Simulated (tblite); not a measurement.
Run record: tight-binding relaxation, `[Ge@H]([SiH3])([CH2]C=C)[SiH2]F`.

Computed with GFN2-xTB geometry optimisation, gas phase (tblite 0.8.0). Start geometry: from a force field or distance geometry. A driver script takes a list of jobs; this job's settings line and coordinates (Å) are shown.

Command:
```bash
OMP_NUM_THREADS=1 python probes_run.py task.json out
```

Input:
```
{"job": {"kind": "relax", "xc": "GFN2-xTB", "basis": "xTB"}, "charge": 0, "multiplicity": 1}
C      2.673200     0.136200    -1.141200
C      1.767700    -0.828000    -0.936800
C      0.972000    -0.899200     0.337500
Ge    -0.349900     0.553500     0.374500
Si    -1.610900     0.357900     2.318400
Si    -1.749800     0.378000    -1.455100
F     -2.529200    -1.110000    -1.425400
H      2.828400     0.928000    -0.401800
H      3.249600     0.148700    -2.056100
H      1.644900    -1.613200    -1.668400
H      0.416200    -1.864400     0.372400
H      1.623300    -0.829700     1.223200
H      0.370100     1.917300     0.374800
H     -2.290800    -0.942000     2.314300
H     -2.608900     1.449400     2.350200
H     -0.729600     0.458800     3.494800
H     -2.739000     1.463100    -1.405800
H     -0.946000     0.482000    -2.681300
```

Output:
```
step      E/eV     max force
  0    -603.37255    1.627
  1    -603.45239    1.067
  2    -603.50633    1.023
  3    -603.53066    0.720
  4    -603.57420    0.438
  5    -603.59386    0.389
  6    -603.61924    0.368
  7    -603.63290    0.355
  8    -603.64439    0.239
  9    -603.65032    0.181
... (92 lines left out)
102    -603.73785    0.043
103    -603.73797    0.034
104    -603.73803    0.012
105    -603.73805    0.012
106    -603.73806    0.012
107    -603.73808    0.016
108    -603.73813    0.020
109    -603.73818    0.016
110    -603.73821    0.013
111    -603.73822    0.006
```

«max force» is the largest atomic force in eV/Å.

Q: From which step on does the largest force stay under 0.1 eV/Å, and how much energy is left to gain from there?

A: From step 35 (0.093 eV/Å), 18.1 meV above the end.

Summary of the converged run: energy lowered by 8.4 kcal/mol over 111 steps; largest atomic force 0.006 eV/Å at the end.

Q: How long does this job take on Arm Neoverse N1, one thread, no GPU, on a shared host?

A: About 1.7 s.
Labels such as C1 count atoms from 1, the log's own numbers from 0.
